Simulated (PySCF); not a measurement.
In(F)2(Me) (CH3F2In), SMILES [CH3][In]([F])[F].

Geometry: B3LYP-D3(BJ)/def2-SVP. The def2 effective core potentials stand for the cores of In; spin–orbit coupling is left out.

Computed with B3LYP-D3(BJ)/def2-SVP in PySCF 2.14.0.

Frequencies are harmonic and unscaled.

A small imaginary wavenumber (i) marks a very flat motion, where grid noise or a shallow saddle decides the sign.

| mode | ν (cm⁻¹) | IR (km/mol) | Raman (Å⁴/amu) | depolarisation | moving atoms (share of kinetic energy) |
|---|---|---|---|---|---|
| 1 | 18i | 0.0 | 0.0 | – | H 96 % |
| 2 | 97 | 6.1 | 3.2 | 0.75 | C 37 %, F 31 %, H 18 %, In 14 % |
| 3 | 129 | 18.7 | 0.6 | 0.75 | F 41 %, In 30 %, C 18 %, H 11 % |
| 4 | 150 | 28.6 | 0.9 | 0.75 | F 87 %, In 12 % |
| 5 | 496 | 0.1 | 34.1 | 0.16 | C 71 %, H 16 %, F 9 % |
| 6 | 606 | 68.3 | 4.1 | 0.74 | F 83 %, In 17 % |
| 7 | 608 | 57.3 | 5.0 | 0.13 | F 82 %, In 14 % |
| 8 | 743 | 35.5 | 0.0 | – | H 85 %, C 14 % |
| 9 | 762 | 40.7 | 1.6 | 0.74 | H 85 %, C 14 % |
| 10 | 1184 | 2.7 | 17.6 | 0.14 | H 83 %, C 17 % |
| 11 | 1429 | 2.2 | 9.2 | 0.75 | H 95 % |
| 12 | 1431 | 2.2 | 7.2 | 0.75 | H 95 % |
| 13 | 3061 | 1.4 | 136.0 | 0.00 | H 98 % |
| 14 | 3176 | 0.0 | 91.5 | 0.75 | H 90 %, C 10 % |
| 15 | 3188 | 0.0 | 86.4 | 0.75 | H 90 %, C 10 % |
